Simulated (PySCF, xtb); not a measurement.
ZnFCl, SMILES [Cl][Zn][F].

GFN2-xTB (xtb) at its own geometry gives an orbital gap of 2.95 eV and a dipole moment of 2.79 D.

Coordinates come from a r2SCAN-D4/def2-TZVP optimisation.

**Question.** What does HF/def2-TZVPD (PySCF) give? (An estimate is asked for; the answer gives what the named calculation found.)

**Answer.** gap 13.62 eV (levels -12.73 and 0.89 eV), dipole 0.57 D.
